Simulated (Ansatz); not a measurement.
`[SiH3][CH](S)[SbH2]` + H₂S → `[SH][SbH2]` + `[SiH3]CS` at 700 K and 1 bar (ligand exchange at the Sb–C bond).

Computed with Ansatz on PBE0-D4/def2-TZVP structures; ΔE is electronic, products minus reactants. CCSD(T)/CBS is the MP2 limit (def2-TZVPP, def2-QZVPP) plus CCSD(T) − MP2 in def2-TZVPP, frozen cores. This one scheme is used for every species. Elements past krypton have def2 core potentials. For Sb outer-core shells are correlated without core-valence functions, which leaves a few kJ/mol of doubt a bond. One conformer a species, not always the lowest.

```tsv
species	CCSD(T)/CBS energy (Eh)	H − E (kJ/mol)	S (J/(mol·K))
`[SiH3][CH](S)[SbH2]`	-969.10537	258.3	508.5
H₂S	-398.97279	64.8	236.9
`[SH][SbH2]`	-639.59431	103.3	354.6
`[SiH3]CS`	-728.50660	225.1	403.3
```

H − E and S are ideal-gas, rigid-rotor, harmonic terms from PBE0-D4/def2-TZVP, for one conformer and one mirror image of each species. 1 Eh = 2625.50 kJ/mol, R = 8.31446 J/(mol·K).

Problem. By hand: ΔE, ΔH, ΔS and ΔG.

Solution. ΔE = (-639.59431) + (-728.50660) − (-969.10537) − (-398.97279) = -0.02275 Eh = -59.7 kJ/mol. Δ(H − E) = 103.3 + 225.1 − 258.3 − 64.8 = 5.3, so ΔH = -54.4 kJ/mol. ΔS = 354.6 + 403.3 − 508.5 − 236.9 = 12.5 J/(mol·K). ΔG = -54.4 − 700 × (12.5)/1000 = -63.1 kJ/mol.

Problem. By hand: the equilibrium constant, and the temperature at which ΔG would vanish if ΔH and ΔS stayed fixed.

Solution. log₁₀ K = −ΔG/(RT ln 10) = 4.7. ΔH and −TΔS have one sign here, so there is no such temperature.

The number of gas molecules stays the same, so ΔS is small and ΔH decides. A doubt of 5 kJ/mol in ΔE shifts log₁₀ K by 0.4 here. Other conformers and mirror images would add mixing entropy, several J/(mol·K) or more a flexible species. These are equilibria of isolated gas molecules and say nothing of rates. Largest T1 diagnostic: 0.013 (customary marks: 0.02 for closed shells, 0.045 for open ones).

ΔS is within the doubt of such terms, so its sign, and with it that verdict, could turn.
